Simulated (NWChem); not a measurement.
Species: Si2F5 cation

```xyz
7

F     -1.3340    -2.1288     0.0003
Si     0.0018    -1.2738    -0.0015
F      1.3263    -2.1462     0.0005
Si     0.0024     1.1361    -0.0003
F     -0.5810     1.4943     1.4344
F      1.5344     1.4985    -0.2136
F     -0.9523     1.4965    -1.2189
```
Atoms are numbered in this order, from 1.

All runs: NWChem. Geometry: optimised at PBE-D3(BJ)/def2-SVP. Level SCAN/def2-SVP: energy and gradient on several grids; changes count from the extra-fine grid, which is no exact limit either.

```csv
grid,size of the energy change (μHa),largest change of a gradient component (μHa/bohr),"time, medium = 1 (rough)"
xcoarse,20000,4000,about 1
coarse,50,1000,about 1
medium,10000,900,about 1
fine,3000,100,about 1
xfine,< 10,< 30,3
```
